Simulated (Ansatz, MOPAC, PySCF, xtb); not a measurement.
Torsion H5–O1–B2–Cl3 in BCl2HO (SMILES OB(Cl)Cl); at each angle all else is relaxed with GFN2-xTB, and the levels are single points there.
Geometry at 0° (charge 0, multiplicity 1):
```xyz
5

O     -0.87424    -0.52917     0.31161
B      0.30821     0.05628     0.16089
Cl     0.61187     1.20799    -1.12099
Cl     1.56164    -0.34482     1.26979
H     -1.59088    -0.32399    -0.29231
```

On the grid 0° to 330°, 90° is the highest and 0° the lowest point at MP2/CBS(cc-pV(T+d)Z, cc-pV(Q+d)Z) + ΔCCSD(T)/cc-pV(T+d)Z.

Frozen-core correlation. Rows in 3-21G carry no dispersion term and start afresh at each structure. The state reached by PM6 isn't checked.

The values were computed with Ansatz (a program for electronic structure) with Gaussian orbitals; MOPAC for PM6 (differences of heats of formation); PySCF for 3-21G rows, the dispersion terms; xtb for the GFN methods. Values without a source in brackets are computed.

```tsv
level	energy at 90° less that at 0° (kcal/mol)
PM6	5.20
GFN2-xTB	8.54
PBE-D4/def2-TZVPP	10.09
BLYP/def2-TZVPP	9.83
BLYP-D4/def2-TZVPP	9.87
B3LYP/3-21G	8.72
PBE0-D3(BJ)/def2-TZVPP	10.19
PBE0-D4/def2-TZVPP	10.17
SCS-MP2/cc-pV(T+d)Z	…
```

Task: What belongs in the gaps?

Result: 
- SCS-MP2/cc-pV(T+d)Z, energy at 90° less that at 0° (kcal/mol): 11.08
